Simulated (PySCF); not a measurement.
This PySCF input asks for the NMR shieldings of SMILES CC(=O)OCCC(=O)[O-], [C5H7O4]-; the geometry comes from GFN2-xTB.

```python
import basis_set_exchange as bse
import numpy as np
from pyscf import gto, dft
from pyscf.prop import nmr

atoms = """
C     2.924053    0.640223    0.008268
C     1.714956   -0.255764   -0.215497
O     1.689482   -1.121609   -1.059535
O     0.747698    0.052773    0.619185
C    -0.539791   -0.604194    0.509675
C    -1.652710    0.405171    0.390916
C    -3.069079   -0.275848    0.760426
O    -3.013566   -1.177471    1.600241
O    -4.035675    0.210157    0.172254
H     3.811986    0.023569    0.122143
H     2.774262    1.256825    0.888521
H     3.056595    1.272660   -0.866919
H    -0.513833   -1.284941   -0.344559
H    -0.687635   -1.180660    1.428782
H    -1.714198    0.840469   -0.607182
H    -1.500144    1.207584    1.116836
"""
names = dict.fromkeys(["C", "O", "H"], "pcSseg-1")
basis = {el: gto.basis.parse(bse.get_basis(n, elements=[el], fmt="nwchem")) for el, n in names.items()}
mol = gto.M(atom=atoms, basis=basis, charge=-1, verbose=0)
mf = dft.RKS(mol, xc="PBE0")
mf.grids.level = 2
mf.grids.alignment = dft.numint.BLKSIZE   # the property module wants whole blocks of grid points
mf.conv_tol = 1e-9
mf.kernel()

calc = nmr.RKS(mf)   # GIAO
C = mf.mo_coeff
Co = C[:, mf.mo_occ > 0]
resp = mf.gen_response(singlet=True, hermi=2)
def vind(x):   # induced exchange potential for any number of trial vectors
    d = np.einsum("pi,xij,qj->xpq", C, 2 * x.reshape(-1, C.shape[1], Co.shape[1]), Co, optimize=True)
    return np.einsum("xpq,pi,qj->xij", resp(d - d.transpose(0, 2, 1)), C, Co, optimize=True).ravel()
mo1, _ = nmr.rhf.solve_mo1(calc, with_cphf=vind)
sigma = calc.kernel(mo1)
for i, s in enumerate(sigma):   # ppm
    w = np.linalg.eigvalsh((s + s.T) / 2)
    print("%2d %-2s iso %8.1f  s11 %8.1f  s22 %8.1f  s33 %8.1f" % (i, mol.atom_pure_symbol(i), w.mean(), *w))
```

Question: What does it print?

Answer: 
```
 0 C  iso    162.2  s11    138.2  s22    156.7  s33    191.8
 1 C  iso     13.2  s11    -81.4  s22     47.3  s33     73.7
 2 O  iso    -74.2  s11   -357.4  s22   -181.6  s33    316.4
 3 O  iso     92.3  s11    -81.6  s22    151.8  s33    206.9
 4 C  iso    114.8  s11     65.0  s22    114.4  s33    164.9
 5 C  iso    142.6  s11    107.6  s22    146.8  s33    173.3
 6 C  iso     22.6  s11    -71.6  s22     58.4  s33     81.0
 7 O  iso     12.3  s11   -209.7  s22    -10.4  s33    257.2
 8 O  iso    -15.1  s11   -217.2  s22    -28.9  s33    200.8
 9 H  iso     30.1  s11     26.9  s22     28.3  s33     35.0
10 H  iso     30.0  s11     25.5  s22     30.4  s33     34.1
11 H  iso     29.9  s11     27.3  s22     27.9  s33     34.4
12 H  iso     26.5  s11     22.5  s22     27.2  s33     29.9
13 H  iso     27.2  s11     22.5  s22     26.6  s33     32.6
14 H  iso     30.1  s11     26.5  s22     30.1  s33     33.7
15 H  iso     29.6  s11     27.0  s22     29.9  s33     31.8
```

These numbers come from an equivalent density-fitted implementation of the same equations, which agrees with the script to about 0.01 ppm for H and up to a few tenths of a ppm for heavy atoms, so last digits may differ.

Question: Turn these shieldings into chemical shifts. Shifts are taken against calculated references (same method and geometry level): $^{13}$C (σ = 186.93 ppm) and $^{1}$H (σ = 31.72 ppm) vs TMS; H2O for $^{17}$O (σ = 336.08 ppm).

Answer: Averaging equivalent atoms: C 1: 173.7; C 6: 164.3; C 4: 72.2; C 5: 44.3; C 0: 24.7; O 2: 410.3; O 7/8: 337.4; O 3: 243.7; H 12/13: 4.84; H 14/15: 1.89; H 9/10/11: 1.75 ppm. Unscaled 17O shifts of doubly bonded oxygen tend to come out too high, by tens of ppm or more. Experimental scales use liquid or dissolved standards, which lie at an offset from isolated H2O (liquid H2O: subtract about 36 ppm).

Size and cost of the density-fitted run: 188 basis functions, 29 s wall time on 1 thread of an Arm Neoverse V1, shared host; peak memory 0.88 GiB.
